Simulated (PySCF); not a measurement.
# Nb⁻ (niobium, charge -1) across methods

[Kr] 4d4 5s2, high-spin 5D determinant. Computed with PySCF 2.14 in aug-cc-pVDZ-PP with ECP28MDF (5s5p4d2f, 54 functions), with a scalar-relativistic core potential.

| method | E (hartree) | mean ε 5s α (eV) | mean ε 4d α (eV) | mean ε 5s β (eV) | Σ⟨r²⟩ (bohr²) | ⟨S²⟩ |
| --- | --- | --- | --- | --- | --- | --- |
| r2SCAN | -56.6904 | -0.361 | 0.730 | 0.894 | 102.7 | 6.191 |
| LDA | -56.5328 | -0.059 | 1.165 | 0.894 | 95.45 | 6.055 |
| BLYP | -56.6328 | 0.348 | 1.481 | 1.033 | 96.84 | 6.035 |
| r2SCANh | -56.6774 | -0.542 | 0.319 | 0.759 | 102.7 | 6.189 |
| PBE0 | -56.6525 | -0.434 | 0.082 | 0.673 | 98.22 | 6.084 |
| PBE | -56.6762 | 0.076 | 1.190 | 1.050 | 97.12 | 6.062 |
| BHandHLYP | -56.5690 | -0.585 | -0.735 | 0.265 | 98.06 | 6.049 |
| MN15 | -56.5629 | -0.899 | -0.334 | -0.202 | 95.61 | 6.025 |

(1) Estimate the same row for UHF.

Energies and moments cover only the electrons outside the core potential. The outer electron is barely bound at this level, so radii and moments hang on the diffuse functions.

The highest occupied level is positive at r2SCAN, LDA, BLYP, r2SCANh, PBE0, PBE, BHandHLYP, UHF: only the finite basis holds that electron, at UHF too, so the state is unbound at these levels.

Results:

(1) E (hartree) = -56.13772; mean ε 5s α (eV) = -2.275; mean ε 4d α (eV) = -3.887; mean ε 5s β (eV) = 0.236; Σ⟨r²⟩ (bohr²) = 125.0; ⟨S²⟩ = 6.442.
